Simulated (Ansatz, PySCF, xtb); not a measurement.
Gas-phase reaction R1 → 2 P1, each structure at its B3LYP-D3(BJ)/def2-TZVP stationary point, reached from a drawn start (curvature not checked).
R1, H4Sn2 (SMILES [SnH2]=[SnH2]) (charge 0, multiplicity 1):
```xyz
6

Sn    -1.3587     0.0000     0.0836
Sn     1.3587     0.0000    -0.0836
H     -2.0929    -1.3507    -0.7226
H     -2.0929     1.3507    -0.7226
H      2.0929    -1.3507     0.7226
H      2.0929     1.3507     0.7226
```
P1, H2Sn (SMILES [SnH2]) (charge 0, multiplicity 1):
```xyz
3

Sn     0.000    -0.835     0.000
H      1.265     0.418     0.000
H     -1.265     0.418     0.000
```

```csv
level,reaction energy (eV)
GFN2-xTB,0.168
HF/def2-SVP,0.685
HF/def2-TZVPP,0.711
SVWN5/def2-TZVPP,1.888
PBE-D3(BJ)/def2-TZVPP,1.472
BLYP-D3(BJ)/def2-TZVPP,1.222
revPBE/def2-TZVPP,1.209
revPBE-D4/def2-TZVPP,1.307
B97M-V/def2-TZVPP,1.371
B3LYP/def2-TZVPP,1.109
B3LYP-D3(BJ)/def2-TZVPP,1.234
B3LYP-D4/def2-TZVPP,1.215
PBE0/def2-TZVPP,1.377
M06-2X/def2-TZVPP,1.152
CAM-B3LYP-D4/def2-TZVPP,1.148
"MP2/CBS(def2-TZVPP, def2-QZVPP)",1.352
SCS-MP2/def2-QZVPP,1.164
CCSD(T)/def2-SVP,1.158
CCSD(T)/def2-QZVPP,1.316
"CCSD(T)/CBS(def2-TZVPP, def2-QZVPP)",1.359
```

P less R. No zero-point or thermal terms; no spin–orbit coupling.

Cores are frozen in the correlated methods. In cc and def2 sets filled d and f shells under p-block atoms count as core. CBS(a, b) extrapolates the correlation energy as X⁻³ and adds the Hartree–Fock energy of set b.

The values were computed with Ansatz (Gaussian orbitals); PySCF for M06-2X and the D3/D4 terms; xtb for the GFN methods. All values are computed, each at the level named. Elements past Kr take the def2 small-core potentials, without spin–orbit coupling.

Ansatz is a first-principles code.
